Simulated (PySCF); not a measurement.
## Radial density of Ni³⁺ (nickel, charge +3)

UHF, [Ar] 3d7, high-spin 4F determinant. Computed with PySCF 2.14 in x2c-TZVPPall with one added diffuse shell each of s, p, d, f type (7s6p5d3f1g, 80 functions), with the spin-free X2C one-electron Hamiltonian (Gaussian nucleus).

```csv
r (bohr),4πr²ρ (e/bohr),4πr²(ρα − ρβ)
0.000899,0.2185,0.0000
0.00151,0.5501,0.0000
0.00254,1.373,0.0000
0.00428,3.313,0.0001
0.00719,7.513,0.0001
0.0121,15.35,0.0003
0.0203,26.35,0.0006
0.0342,33.90,0.0015
0.0576,30.01,0.0061
0.0968,27.89,0.0368
0.163,38.34,0.2322
0.274,24.96,1.1312
0.461,17.01,2.9607
0.775,18.03,3.1042
1.30,4.636,1.0879
2.19,0.2894,0.0843
3.69,0.003617,0.0009
```

Densities and radii are taken from the X2C orbitals without a picture-change correction, which distorts them close to the nucleus.
